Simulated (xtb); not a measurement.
xtb input (GFN2-xTB):

```bash
xtb mol.xyz --gfn 2 --sp --chrg 0 --uhf 0
```
mol.xyz:
```
4

Y     -0.00000000     0.00000000    -0.00000000
F     -1.70518242    -1.06083009     0.07106444
F     -0.00203675     1.85472174    -0.77334392
F      1.70721917    -0.79389166     0.70227948
```

Output:

```
           -------------------------------------------------
          |                Calculation Setup                |
           -------------------------------------------------

           -------------------------------------------------
          |                 G F N 2 - x T B                 |
           -------------------------------------------------

        Reference                      10.1021/acs.jctc.8b01176
      * Hamiltonian:
        H0-scaling (s, p, d)           1.850000    2.230000    2.230000
        zeta-weighting                 0.500000
      * Dispersion:
        s8                             2.700000
        a1                             0.520000
        a2                             5.000000
        s9                             5.000000
      * Repulsion:
        kExp                           1.500000    1.000000
        rExp                           1.000000
      * Coulomb:
        alpha                          2.000000
        third order                    shell-resolved
        anisotropic                    true
        a3                             3.000000
        a5                             4.000000
        cn-shift                       1.200000
        cn-exp                         4.000000
        max-rad                        5.000000

          ...................................................
          :                      SETUP                      :
          :.................................................:
          :  # basis functions                  22          :
          :  # atomic orbitals                  21          :
          :  # shells                            9          :
          :  # electrons                        24          :
          :  max. iterations                   250          :
          :  Hamiltonian                  GFN2-xTB          :
          :  restarted?                      false          :
          :  GBSA solvation                  false          :
          :  PC potential                    false          :
          :  electronic temp.          300.0000000     K    :
          :  accuracy                    1.0000000          :
          :  -> integral cutoff          0.2500000E+02      :
          :  -> integral neglect         0.1000000E-07      :
          :  -> SCF convergence          0.1000000E-05 Eh   :
          :  -> wf. convergence          0.1000000E-03 e    :
          :  Broyden damping             0.4000000          :
          :  net charge                          0          :
          :  unpaired electrons                  0          :
          ...................................................

 iter      E             dE          RMSdq      gap      omega  full diag
   1      5.1636399  0.516364E+01  0.565E+01    0.23       0.0  T
   2    -13.8832803 -0.190469E+02  0.290E+01   35.57       1.0  T
   3    -14.3580785 -0.474798E+00  0.210E+01   20.19       1.0  T
   4    -14.4351349 -0.770564E-01  0.203E+01   18.54       1.0  T
   5    -14.6321473 -0.197012E+00  0.172E+01   14.67       1.0  T
   6      8.0658785  0.226980E+02  0.694E+01    0.26       1.0  T
   7      6.2535046 -0.181237E+01  0.626E+01    0.24       1.0  T
   8    -15.0477356 -0.213012E+02  0.144E+01    9.03       1.0  T
   9    -15.2287938 -0.181058E+00  0.139E+01    7.00       1.0  T
  10    -14.9644571  0.264337E+00  0.158E+01   10.02       1.0  T
  11    -14.9243018  0.401553E-01  0.168E+01   10.52       1.0  T
  12    -15.4767517 -0.552450E+00  0.687E+00    4.13       1.0  T
  13    -15.5887740 -0.112022E+00  0.174E+00    1.66       1.0  T
  14    -15.5892107 -0.436687E-03  0.175E+00    1.89       1.0  T
  15    -15.5885589  0.651722E-03  0.105E+00    1.66       1.0  T
  16    -15.5893504 -0.791438E-03  0.784E-01    1.89       1.0  T
  17    -15.5892537  0.967113E-04  0.695E-01    1.74       1.0  T
  18    -15.5888786  0.375024E-03  0.667E-01    1.70       1.0  T
  19    -15.5891603 -0.281618E-03  0.579E-01    1.73       1.0  T
  20    -15.5894695 -0.309222E-03  0.481E-01    1.86       1.0  T
  21    -15.5893288  0.140665E-03  0.491E-01    1.90       1.0  T
  22    -15.5892989  0.299552E-04  0.464E-01    1.90       1.0  T
  23    -15.5894891 -0.190208E-03  0.164E-01    1.85       1.0  T
  24    -15.5895175 -0.283869E-04  0.326E-02    1.83       1.5  T
  25    -15.5895179 -0.432665E-06  0.537E-03    1.82       9.3  T
  26    -15.5895179 -0.138460E-07  0.474E-03    1.82      10.6  T
  27    -15.5895179 -0.132723E-07  0.306E-04    1.82     163.6  T
  28    -15.5895179 -0.324437E-09  0.375E-05    1.82    1331.6  T

   *** convergence criteria satisfied after 28 iterations ***

         #    Occupation            Energy/Eh            Energy/eV
      -------------------------------------------------------------
         1        2.0000           -0.9355803             -25.4584
       ...           ...                  ...                  ...
         6        2.0000           -0.5369108             -14.6101
         7        2.0000           -0.5369107             -14.6101
         8        2.0000           -0.5330834             -14.5059
         9        2.0000           -0.5330834             -14.5059
        10        2.0000           -0.5320531             -14.4779
        11        2.0000           -0.5320530             -14.4779
        12        2.0000           -0.5312929             -14.4572 (HOMO)
        13                         -0.4642372             -12.6325 (LUMO)
        14                         -0.4553334             -12.3903
        15                         -0.4553334             -12.3903
        16                         -0.4428415             -12.0503
        17                         -0.4428415             -12.0503
       ...                                ...                  ...
        21                          0.3363335               9.1521
      -------------------------------------------------------------
                  HL-Gap            0.0670558 Eh            1.8247 eV
             Fermi-level           -0.4977650 Eh          -13.5449 eV

 SCC (total)                   0 d,  0 h,  0 min,  0.005 sec
 SCC setup                      ...        0 min,  0.000 sec (  1.982%)
 Dispersion                     ...        0 min,  0.000 sec (  0.996%)
 classical contributions        ...        0 min,  0.000 sec (  0.399%)
 integral evaluation            ...        0 min,  0.000 sec (  9.960%)
 iterations                     ...        0 min,  0.004 sec ( 72.198%)
 molecular gradient             ...        0 min,  0.001 sec ( 12.656%)
 printout                       ...        0 min,  0.000 sec (  1.564%)

         :::::::::::::::::::::::::::::::::::::::::::::::::::::
         ::                     SUMMARY                     ::
         :::::::::::::::::::::::::::::::::::::::::::::::::::::
         :: total energy             -15.583487184485 Eh    ::
         :: gradient norm              0.027733889536 Eh/a0 ::
         :: HOMO-LUMO gap              1.824680260527 eV    ::
         ::.................................................::
         :: SCC energy               -15.589517559442 Eh    ::
         :: -> isotropic ES            0.084112641419 Eh    ::
         :: -> anisotropic ES          0.005417650024 Eh    ::
         :: -> anisotropic XC         -0.004413004479 Eh    ::
         :: -> dispersion             -0.001626167817 Eh    ::
         :: repulsion energy           0.006030374958 Eh    ::
         :: add. restraining           0.000000000000 Eh    ::
         :: total charge               0.000000000000 e     ::
         :::::::::::::::::::::::::::::::::::::::::::::::::::::

           -------------------------------------------------
          |                Property Printout                |
           -------------------------------------------------

    * Orbital Energies and Occupations

         #    Occupation            Energy/Eh            Energy/eV
      -------------------------------------------------------------
         1        2.0000           -0.9355803             -25.4584
         2        2.0000           -0.8772594             -23.8714
         3        2.0000           -0.8772594             -23.8714
         4        2.0000           -0.5969593             -16.2441
         5        2.0000           -0.5504271             -14.9779
         6        2.0000           -0.5369108             -14.6101
         7        2.0000           -0.5369107             -14.6101
         8        2.0000           -0.5330834             -14.5059
         9        2.0000           -0.5330834             -14.5059
        10        2.0000           -0.5320531             -14.4779
        11        2.0000           -0.5320530             -14.4779
        12        2.0000           -0.5312929             -14.4572 (HOMO)
        13                         -0.4642372             -12.6325 (LUMO)
        14                         -0.4553334             -12.3903
        15                         -0.4553334             -12.3903
        16                         -0.4428415             -12.0503
        17                         -0.4428415             -12.0503
        18                         -0.2602392              -7.0815
        19                         -0.1354253              -3.6851
        20                          0.3363335               9.1521
        21                          0.3363335               9.1521
      -------------------------------------------------------------
                  HL-Gap            0.0670558 Eh            1.8247 eV
             Fermi-level           -0.4977650 Eh          -13.5449 eV

     #   Z          covCN         q      C6AA      α(0)
     1  39 Y        1.886     0.823   807.515    97.367
     2   9 F        0.629    -0.274    12.065     4.098
     3   9 F        0.629    -0.274    12.065     4.098
     4   9 F        0.629    -0.274    12.065     4.098

 Mol. C6AA /au·bohr⁶  :       1365.403369
 Mol. C8AA /au·bohr⁸  :     181484.998963
 Mol. α(0) /au        :        109.662554

Wiberg/Mayer (AO) data.
largest (>0.10) Wiberg bond orders for each atom

 ---------------------------------------------------------------------------
     #   Z sym  total        # sym  WBO       # sym  WBO       # sym  WBO
 ---------------------------------------------------------------------------
     1  39 Y    2.811 --     3 F    0.937     2 F    0.937     4 F    0.937
     2   9 F    1.159 --     1 Y    0.937     3 F    0.111     4 F    0.111
     3   9 F    1.159 --     1 Y    0.937     4 F    0.111     2 F    0.111
     4   9 F    1.159 --     1 Y    0.937     3 F    0.111     2 F    0.111
 ---------------------------------------------------------------------------

Topologies differ in total number of bonds
Writing topology from bond orders to xtbtopo.mol

molecular dipole:
                 x           y           z       tot (Debye)
 q only:       -0.000       0.000      -0.000
   full:        0.000       0.000      -0.000       0.000
molecular quadrupole (traceless):
                xx          xy          yy          xz          yz          zz
 q only:       -2.621      -0.661      -1.701      -1.586       3.037       4.322
  q+dip:       -3.454      -0.871      -2.241      -2.089       4.002       5.694
   full:       -5.158      -1.300      -3.346      -3.120       5.976       8.504

           -------------------------------------------------
          | TOTAL ENERGY              -15.583487184485 Eh   |
          | GRADIENT NORM               0.027733889536 Eh/α |
          | HOMO-LUMO GAP               1.824680260527 eV   |
           -------------------------------------------------

------------------------------------------------------------------------
------------------------------------------------------------------------
Note: The following floating-point exceptions are signalling: IEEE_UNDERFLOW_FLAG IEEE_DENORMAL
normal termination of xtb
 total:
 SCF:
```
